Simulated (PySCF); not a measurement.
Cl₂H₅NSi₂, SMILES N[SiH2][SiH](Cl)Cl. Geometry: PBE-D3(BJ)/def2-SVP. The structure was generated by enumeration, and PubChem lists no compound with its InChIKey, so it may never have been made. The values are those of a single conformer.

Computed equilibrium geometry at PBE-D3(BJ)/def2-SVP (PySCF confirms it by a frequency run) as a Z-matrix, and its point group (one conformer of several):
point group Cs.
```
Si
N 1 1.7522
H 2 1.0263 1 114.92
H 2 1.0263 3 108.21 1 129.95
H 1 1.5031 2 109.02 3 -56.13
H 1 1.5031 5 110.86 2 120.02
Si 1 2.3552 5 109.82 6 121.54
H 7 1.5026 1 124.00 5 -61.08
Cl 7 2.0964 8 106.98 1 -122.04
Cl 7 2.0964 8 106.98 9 -115.92
```
